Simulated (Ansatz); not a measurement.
Reaction (ligand exchange at the In–N bond): `C[N](C)[In]([NH2])[NH2]` + CH₃OH → `C[O][In]([NH2])[NH2]` + `CNC`

Calculated with Ansatz (gas phase, PBE0-D4/def2-TZVP geometries, no zero-point term in ΔE). CCSD(T)/CBS is the MP2 limit (def2-TZVPP, def2-QZVPP) plus CCSD(T) − MP2 in def2-TZVPP, frozen cores. This one scheme is used for every species. DFT in def2-TZVPP. HSE06 is defined as in plane-wave codes. def2 core potentials past Kr. For In outer-core shells are correlated without core-valence functions, which leaves a few kJ/mol of doubt a bond. One conformer a species, not always the lowest.

`C[N](C)[In]([NH2])[NH2]`:

Z-matrix (Å, degrees):
```
C
N 1 1.436
H 1 1.102 2 111.9
H 1 1.102 2 112.0 3 119.9
H 1 1.093 2 111.3 3 -119.8
C 2 1.436 1 112.9 3 -59.4
In 2 2.014 1 123.5 3 120.4
H 6 1.093 2 111.3 1 -179.2
H 6 1.102 2 111.9 1 -59.3
H 6 1.102 2 112.1 1 60.5
N 7 2.027 2 118.5 1 179.3
N 7 2.027 2 118.5 1 -0.6
H 11 1.011 7 115.5 2 29.0
H 11 1.011 7 115.4 2 156.3
H 12 1.011 7 115.5 2 28.9
H 12 1.010 7 115.4 2 156.2
```

CH₃OH:

Cartesian coordinates in Å:
```
C -0.227 0.250 0.112
O 0.361 -1.028 0.038
H -1.040 0.187 0.837
H -0.651 0.572 -0.847
H 0.478 1.016 0.458
H 1.079 -0.997 -0.597
```

`C[O][In]([NH2])[NH2]`:

Cartesian coordinates in Å:
```
C -0.831 1.759 1.030
O 0.039 1.425 -0.014
In 0.385 -0.468 -0.522
N -0.697 -1.859 0.464
N 1.497 -0.675 -2.186
H -1.849 1.368 0.885
H -0.478 1.405 2.011
H -0.909 2.851 1.092
H -0.326 -2.798 0.482
H -0.971 -1.602 1.402
H 2.044 -1.521 -2.261
H 2.095 0.116 -2.384
```

`CNC`:

```xyz
10

C    -0.390    0.391   -1.075
N     0.655    0.262   -0.085
C     0.184   -0.317    1.152
H     0.026    0.779   -2.007
H    -1.138    1.108   -0.724
H    -0.917   -0.553   -1.297
H     1.414   -0.293   -0.457
H    -0.534    0.362    1.622
H     1.018   -0.446    1.844
H    -0.318   -1.292    1.028
```

```tsv
level	ΔE (kJ/mol)	difference from CCSD(T)/CBS
LDA (SPW92)	-19.2	0.2
PBE-D4	-25.3	-5.9
r2SCAN0-D4	-24.9	-5.5
HSE06-D4	-22.6	-3.2
BHLYP-D4	-24.4	-5.0
ωB97X-V	-25.3	-5.9
B2PLYP	-27.5	-8.1
PBE	-29.2	-9.8
HSE06	-26.2	-6.8
CAM-B3LYP	-29.7	-10.3
RPA@PBE/def2-TZVPP	-19.8	-0.4
MP2/def2-SVP	-23.8	-4.4
CCSD/def2-SVP	-24.7	-5.3
HF/def2-TZVPP	-33.7	-14.3
SCS-MP2/def2-TZVPP	-20.7	-1.3
CCSD/def2-TZVPP	-20.7	-1.3
CCSD(T)/CBS	-19.4	0
```

Largest T1 diagnostic among the species: 0.015.

From r2SCAN to r2SCAN0 (25 % exact exchange), in def2-TZVPP and without D4, ΔE moves by +3.1 kJ/mol. The D4 term adds +6.2 kJ/mol with B3LYP and +3.6 kJ/mol with PBE0; it sums over pairs of atoms, weighted by their polarisabilities, and B3LYP, whose exchange is more repulsive, gets the larger term.

B3LYP here is the variant with VWN-RPA as its local correlation; programs differ in this.
